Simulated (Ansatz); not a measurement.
Cl₃H₂NZr, SMILES `[NH2][Zr]([Cl])([Cl])[Cl]` at its PBE0-D4/def2-TZVP geometry, where that method's forces vanish. The species carries charge 0 and has multiplicity 1. Zr: def2 effective core potential.

```
atom   x (Å)   y (Å)   z (Å)
  N1  -0.167  -0.650   1.084
 Zr2   0.112   0.346  -0.617
 Cl3   2.359   0.981  -0.683
 Cl4  -0.553  -1.063  -2.358
 Cl5  -1.244   2.258  -0.600
  H6  -0.871  -1.360   1.237
  H7   0.363  -0.512   1.936
```

For each bond, give half the difference of the two atoms' forces along it (eV/Å; positive pushes the atoms apart) under PBE-D4, r2SCAN-D4, B3LYP-D4, ωB97M-V in def2-TZVPP. (Best estimate.)

Computed: 
| bond | length (Å) | PBE-D4 | r2SCAN-D4 | B3LYP-D4 | ωB97M-V |
| --- | --- | --- | --- | --- | --- |
| N1–Zr2 | 1.991 | 0.06 | 0.09 | 0.14 | -0.03 |
| N1–H6 | 1.012 | 0.19 | -0.01 | -0.07 | -0.02 |
| N1–H7 | 1.012 | 0.19 | -0.02 | -0.07 | -0.02 |
| Zr2–Cl3 | 2.336 | 0.07 | 0.06 | 0.13 | 0.07 |
| Zr2–Cl4 | 2.336 | 0.07 | 0.06 | 0.13 | 0.07 |
| Zr2–Cl5 | 2.343 | 0.09 | 0.06 | 0.14 | 0.07 |

B3LYP here is the variant with VWN-RPA as its local correlation; programs differ in this.
